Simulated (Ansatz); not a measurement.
A nudged elastic band was laid between two geometries of BClFH + ClH (6 atoms, charge 0, multiplicity 1).

Method: RKS PBE/def2-SVP (Ansatz).

```json
{
 "movable images": "9",
 "climbing image": "yes",
 "spring": "5.0 eV/Å²",
 "optimiser": "quadratic models (default)",
 "start path": "through a guess of the saddle point",
 "force threshold": "0.05 eV/Å",
 "iteration limit": "60",
 "end points": "relaxed"
}
```

First end point:

```xyz
6
Properties=species:S:1:pos:R:3
B 0.052 -0.324 -0.100
F 0.115 -0.485 1.222
Cl 1.492 -0.639 -1.046
H -0.993 -0.020 -0.622
Cl 0.348 2.766 1.116
H 0.267 1.741 1.908
```

Last end point:

```xyz
6
Properties=species:S:1:pos:R:3
B 0.130 0.514 -0.342
F 0.092 -0.169 1.978
Cl 1.504 -0.375 -0.951
H -0.995 0.110 -0.490
Cl 0.366 2.191 0.226
H 0.184 0.766 2.055
```

(1) Which bonds break or form, and what moves?

(2) Give the energies along the band, and the barrier.

(3) What is the geometry of the highest image?

(4) What are the harmonic wavenumbers there?

Answers

(1) Bonds broken: B1–F2, Cl5–H6. Bonds formed: B1–Cl5, F2–H6. BClFH + ClH becomes BCl2H + FH.

(2) It converged. The highest image is number 6 of 0 to 10, 82.3 kJ/mol above the first end and 21.7 kJ/mol above the last; the last end lies 60.7 kJ/mol above the first. A vibrational analysis at the climbing image gives one clearly imaginary mode, 638i cm⁻¹: a first-order saddle point. The orbitals stay closed-shell, which can raise the energy where a bond breaks towards radicals; this wasn't checked here.

```tsv
image	path coordinate (Å)	energy (kJ/mol)	B1–F2 (Å)	Cl5–H6 (Å)	B1–Cl5 (Å)
0	0.00	0.0	1.33	1.30	3.33
1	0.26	0.7	1.34	1.30	3.14
2	0.51	3.7	1.34	1.30	2.92
3	0.77	12.6	1.35	1.31	2.68
4	1.02	32.5	1.38	1.33	2.42
5	1.28	64.1	1.45	1.41	2.19
6	1.53	82.3	1.57	1.58	2.03
7	1.77	73.5	1.72	1.80	1.92
8	2.00	64.6	1.91	2.03	1.84
9	2.24	61.3	2.15	2.22	1.80
10	2.47	60.7	2.42	2.33	1.79
```

(3) 
```xyz
6
Properties=species:S:1:pos:R:3
B 0.100 0.256 0.001
F 0.119 -0.145 1.522
Cl 1.528 -0.368 -0.833
H -1.004 0.105 -0.461
Cl 0.301 2.183 0.596
H 0.236 1.008 1.651
```

(4) 638i, 204, 309, 476, 564, 717, 817, 825, 1034, 1146, 1611, 2646 cm⁻¹.

Time of the run: 3.1 min on 1 thread of Arm Neoverse V2, with other jobs on the host, peak memory 0.094 GiB.
